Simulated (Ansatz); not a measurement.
```yaml
crystal:
  periodic: [false, false, false]
  atoms:
    - {symbol: C, position_ang: [-0.306928, 1.748601, 0.664142]}
    - {symbol: N, position_ang: [-0.307737, 0.306913, 0.542368]}
    - {symbol: As, position_ang: [0.927994, -0.451055, -0.590480]}
    - {symbol: N, position_ang: [0.394336, -2.204544, -0.294797]}
    - {symbol: H, position_ang: [-0.869287, 2.049978, 1.552559]}
    - {symbol: H, position_ang: [-0.729216, 2.284481, -0.198840]}
    - {symbol: H, position_ang: [0.720105, 2.100839, 0.797201]}
    - {symbol: H, position_ang: [-1.232864, -0.083597, 0.421544]}
    - {symbol: H, position_ang: [0.178434, -0.389603, -1.942315]}
    - {symbol: H, position_ang: [0.200736, -2.696900, -1.155784]}
    - {symbol: H, position_ang: [1.089927, -2.722115, 0.225103]}
basis:
  gaussian: {orbitals: def2-SVP, final_grid: {core_spheres: 20, valence_spheres: 16, degree: 47}}
hamiltonian: {xc: {name: r2SCAN50}}
scf: {max_iter: 3}
```

```sh
$ ansatz run in.yaml --threads 4 --pin off --events-out ev --progress --plain --max-ram 10444MiB
```

(1) How does Ansatz answer? (An estimate is asked.)

## Answers

(1) Computed: The program refused the input.
```
Error: invalid value for `basis.gaussian`: such a run doesn't read scf.max_iter; remove what it names
```
